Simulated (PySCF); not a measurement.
C4H8BN, SMILES B1(CC=CC1)N.

Geometry: B3LYP-D3(BJ)/def2-SVP. This is a generated structure with no PubChem entry under its InChIKey; it may be hypothetical. Other conformers were not sampled.

Computed with TDDFT-LC-ωPBE/def2-SVPD (PySCF).

Vertical excitations. The molecule is in vacuum. State labels are in the subgroup C2v.

Computed lowest excited states:
| state | symmetry | energy (eV) | λ (nm) | f | main pairs |
|---|---|---|---|---|---|
| S1 | B1 | 7.13 | 174 | 0.008 | HOMO→LUMO 61 %, HOMO→LUMO+1 30 % |
| S2 | A1 | 7.19 | 172 | 0.001 | HOMO→LUMO+3 98 % |
| S3 | B2 | 7.26 | 171 | 0.297 | HOMO→LUMO+2 96 % |
| S4 | A2 | 7.34 | 169 | 0.000 | HOMO−1→LUMO+3 94 % |
| S5 | B1 | 7.65 | 162 | 0.000 | HOMO→LUMO+1 46 %, HOMO−2→LUMO 31 %, HOMO→LUMO 10 % |
| S6 | B1 | 8.01 | 155 | 0.003 | HOMO−1→LUMO+2 86 % |
| S7 | B1 | 8.12 | 153 | 0.048 | HOMO−2→LUMO 41 %, HOMO→LUMO+5 23 %, HOMO→LUMO 13 %, HOMO→LUMO+1 9 % |
| S8 | B2 | 8.34 | 149 | 0.038 | HOMO−1→LUMO 89 % |
| S9 | A2 | 8.41 | 147 | 0.000 | HOMO→LUMO+4 75 %, HOMO→LUMO+6 19 % |
| T1 | B2 | 4.09 | 303 | 0 | HOMO→LUMO+2 89 % |
| T2 | A1 | 6.63 | 187 | 0 | HOMO→LUMO+3 52 %, HOMO−2→LUMO+3 42 % |
| T3 | A2 | 6.71 | 185 | 0 | HOMO−1→LUMO+3 92 % |
| T4 | B1 | 6.99 | 178 | 0 | HOMO→LUMO 57 %, HOMO→LUMO+1 29 % |
Triplets are in the Tamm–Dancoff approximation, which puts them higher than full response would, so one can lie above its singlet here.
